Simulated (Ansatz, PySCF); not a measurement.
C₄H₁₂O₃Si, triplet, at the geometry of the source list (a higher spin typed on purpose: for a closed-shell molecule this is an excited state) (in this run its highest filled SCF level lies above zero, so its values depend strongly on the basis, on diffuse functions most of all). Base run: B3LYP/6-31G* (PySCF).

Here is a job for PySCF.
```python
from pyscf import gto, scf, dft

mol = gto.Mole()
mol.atom = '''
    C    -2.360200   -1.278800   -0.522300
    O    -1.501300   -0.181200   -0.658100
    Si   -0.000200   -0.001600   -0.066000
    C     0.005000    0.045400    1.844200
    O     0.605100    1.364200   -0.701900
    C     0.081800    2.660800   -0.626000
    O     0.890800   -1.232200   -0.638700
    C     2.273800   -1.423400   -0.531300
    H    -1.894100   -2.179900   -0.924500
    H    -2.610300   -1.446800    0.528100
    H    -3.271900   -1.055000   -1.079200
    H    -0.661200    0.813500    2.227400
    H     0.996500    0.253800    2.236700
    H    -0.317100   -0.901500    2.268700
    H    -0.924500    2.691300   -1.047100
    H     0.741100    3.316500   -1.197700
    H     0.043300    3.002400    0.411300
    H     2.810600   -0.584000   -0.976500
    H     2.521800   -2.343800   -1.063100
    H     2.570900   -1.519800    0.515900
'''
mol.basis = '6-31g*'
mol.charge = 0
mol.spin = 2
mol.verbose = 3
mol.build()

mf = dft.UKS(mol)
mf.xc = 'b3lyp'
mf.kernel()
```

The same geometry, method and basis name were run in Ansatz (a quantum-chemistry and plane-wave program) and PySCF, at each program's defaults and at the settings that a row names. The base is PySCF at its defaults. Differences at the defaults can come from grids, fitting, cores and function types together.

| code and settings | ΔE vs base (mEh) | basis functions | E (Eh) | SCF cycles | dipole (D) | outcome |
|---|---|---|---|---|---|---|
| PySCF, defaults (exact integrals, its default grid, spherical functions) | 0.000 | 140 | -674.62245 | 24 | 0.14 | converged |
| Ansatz, defaults (factorised integrals, its default grid, Cartesian functions) | -9.012 | 148 | -674.63146 | - | - | converged |
| PySCF, density fitting with def2-universal-jkfit | -0.158 | 140 | -674.62261 | 24 | 0.14 | converged |
| PySCF, fine grid | - | - | - | - | - | cut at the time limit |
| Ansatz, high accuracy, Cartesian functions as the basis file defines them | -9.012 | 148 | -674.63146 | - | - | converged |

Open shells are given as the SCF converged; they aren't shown to be the lowest states, and a large step between rows can be another state.
